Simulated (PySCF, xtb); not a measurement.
MgHF, SMILES [F][MgH].

GFN2-xTB run with xtb 6.7.1 at its own geometry gives an orbital gap of 4.08 eV and a dipole moment of 3.09 D.

The structure is a stationary point at r2SCAN-D4/def2-TZVPD.

What does r2SCAN/def2-TZVPD in PySCF give? (An estimate is asked for; the answer gives what the named calculation found.)

gap 6.15 eV (levels -7.28 and -1.12 eV), dipole 1.38 D.
